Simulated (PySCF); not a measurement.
Worked example: entropy of an ideal gas

C3H5, SMILES [CH2]C=C, multiplicity 2.

Coordinates come from a ωB97X-D3(BJ)/def2-TZVP optimisation. The isomer is the one that the SMILES or the coordinates give; other isomers of the formula were not compared.

ωB97X-D3(BJ)/def2-TZVP in PySCF gives the harmonic wavenumbers 432, 536, 561, 808, 832, 940, 1023, 1048, 1189, 1287, 1426, 1517, 1531, 3166, 3167, 3175, 3266, 3269 cm⁻¹ and the rotational temperatures 2.6153, 0.5006, 0.4202 K. The molar mass is 41.07 g/mol, the symmetry number 2, the spin multiplicity 2.

**Question.** Work out the entropy at 298.15 K and 1 atm in the rigid-rotor, harmonic-oscillator model.

**Answer.** 
Translation (Sackur–Tetrode at 1 atm): S = R[1.5 ln M + 2.5 ln T − 1.16487] = 155.1 J/(mol K).
Rotation: q = (√π/σ) T^1.5/√(θA θB θC) = 6150, S = R[ln q + 3/2] = 85.0 J/(mol K).
Vibration: with u = 1.4388 ν/T, each mode gives R[u/(e^u − 1) − ln(1 − e^−u)]:
```
ν (cm⁻¹)  modes     u  S (J/(mol K))
--------  -----  ----  -------------
432           1  2.08           3.57
536           1  2.59           2.40
561           1  2.71           2.18
808           1  3.90           0.84
832           1  4.01           0.76
940           1  4.54           0.50
1023          1  4.94           0.36
1048          1  5.06           0.32
1189          1  5.74           0.18
1287          1  6.21           0.12
1426          1  6.88           0.07
1517          1  7.32           0.05
1531          1  7.39           0.04
```
The stiffer modes add less than 0.005 each. Sum 11.4 J/(mol K).
Spin: R ln 2 = 5.8 J/(mol K).
Total 257.2 J/(mol K); the program's own thermochemistry gives 257.3. Translation makes up 60 % and vibration 4 %. Anharmonicity, hindered rotation and orbital degeneracy are left out.
